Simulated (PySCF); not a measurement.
Ga(H)(Et)(Vi), SMILES C=[CH][GaH][CH2]C (C4H9Ga) (CAM-B3LYP/def2-SVP optimised geometry):

```
14

Ga    -0.396    -0.627     0.000
H     -1.175    -1.994     0.000
C     -1.366     1.095     0.000
C     -2.892     1.001     0.009
H     -1.020     1.668    -0.878
H     -1.010     1.675     0.870
H     -3.263     0.464     0.896
H     -3.273     0.457    -0.870
H     -3.371     1.994     0.008
C      1.561    -0.627     0.000
C      2.274     0.506    -0.001
H      2.125    -1.569     0.001
H      3.371     0.516    -0.002
H      1.796     1.493    -0.002
```

Method: CAM-B3LYP/def2-TZVP run with PySCF.

Question: What are the frontier orbital energies and the dipole moment?

Answer: HOMO-2 -9.28 eV, HOMO-1 -9.28 eV, HOMO -8.68 eV, LUMO -0.53 eV, LUMO+1 1.73 eV; dipole moment 0.78 D.

Meta-Löwdin charges at CAM-B3LYP/def2-TZVP: Ga1 0.47, H2 -0.09, C3 -0.41, C4 -0.31, H5 0.11, H6 0.11, H7 0.10, H8 0.10, H9 0.10, C10 -0.32, C11 -0.20, H12 0.11, H13 0.11, H14 0.11.
